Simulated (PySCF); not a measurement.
[Au2Cl]+, singlet: structure and spectrum

Level of theory: PBE0 in PySCF with Cl def2-TZVP, Au def2-TZVP with ECP60; scalar-relativistic core potentials, no spin–orbit coupling; density-fitted integrals.

The structure is a higher-order saddle point with 2 imaginary modes (one degenerate set).

Coordinates in bohr (charge 1 multiplicity 1):
```
Cl    0.0000    0.0000    0.0000
Au    0.0000    0.0000    4.3879
Au    0.0000    0.0000   -4.3879
```

- Point group: D∞h
- Bond lengths: Cl–Au 2.322 Å (×2)
- Bond angles: Au–Cl–Au 180.0°
- Principal polarisabilities: 37.2, 37.2, 115.9 bohr³
- Rotational constants: 0.007937 cm⁻¹
- Lowest empty level: -9.37 eV
- Principal quadrupole moments (Buckingham, traceless) about the centre of mass: -22.33, -22.33, 44.66 D Å
- Zero-point energy (real modes): 2.8 kJ/mol
- Dipole moment about the centre of mass: 0.00 D
- Highest occupied level: -13.01 eV

Harmonic modes (masses in u: Cl 34.969, Au 196.967):
| symmetry | ω (cm⁻¹) | IR (km/mol, summed over degenerate members) | μ (u) |
| --- | --- | --- | --- |
| πu | 105i | – | 37.48 |
| σg+ | 111 | 0.0 | 196.97 |
| σu+ | 360 | 36.1 | 37.48 |

In D∞h the vibrations span πu + σg+ + σu+. The σg+ mode carries no infrared intensity, as symmetry demands. With a centre of inversion only u modes can be infrared active and only g modes Raman active.

Charges (e):
```
 atom  Mulliken  Löwdin  polar tensor  Mayer order to Cl1
  Cl1     -0.47    0.05         -0.50                   –
Au2,3      0.74    0.48          0.75                0.57
```

Mulliken populations on Cl1: s 5.95, p 11.43, d 0.08, f 0.01.

Outer orbital energies (eV). occupied: -14.53, -14.39, -14.39, -14.39, -14.39, -13.22, -13.01, -13.01; empty: -9.37, -7.74, -3.86, -3.86.

Stability towards spin polarisation was not tested. Other isomers or separated fragments may lie lower. Spin–orbit coupling, left out here, can matter for elements this heavy.

The final relaxation and frequency run took 110 s on 2 threads of a shared Intel Xeon @ 2.50GHz (Skylake/Cascade Lake) host, with 117 basis functions and 7 gradients; the process peaked at 1 GiB.
